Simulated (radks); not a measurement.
Values are calculated unless marked as measured or tabulated.
Excited configurations of Zn: one electron is placed in a higher orbital outside [Ar] 3d10 4s1. The ground configuration is [Ar] 3d10 4s2. Level of theory: Dirac Kohn-Sham, PBE, spin-unpolarised, spherical densities, point nucleus; open shells fill j = l - 1/2 first (a radial shooting solver on a logarithmic mesh with Libxc functionals). Excitation = E - E(ground); binding = E(ion) - E, where the ion is the core of charge +1; n* = 1/sqrt(2 binding) in atomic units, and the quantum defect is n - n*.

outer orbital  excitation (eV)  binding (eV)     n*  quantum defect  eigenvalue (eV)  <r> (bohr)
4f5/2                    8.979         0.910  3.868           0.132           -0.435       17.41
5p1/2                    7.945         1.944  2.646           2.354           -1.085       10.16
5d3/2                    8.858         1.031  3.632           1.368           -0.569       18.51
6s1/2                    8.461         1.428  3.087           2.913           -0.871       15.31
6p1/2                    8.790         1.099  3.519           2.481           -0.671       19.05
6d3/2                    9.200         0.689  4.443           1.557           -0.423       29.77

The Delta-SCF ionisation energy is 9.889 eV (NIST Atomic Spectra Database: 9.394 eV, measured). Self-interaction in the functional shifts the binding energies and quantum defects, so they are the method's values and not measured ones. Spin polarisation and multiplet splitting are left out, so open shells lie too high by an amount that depends on their filling.

Beside tabulated values, note that spin-unpolarised runs miss the spin-polarisation part of the exchange energy of open shells.
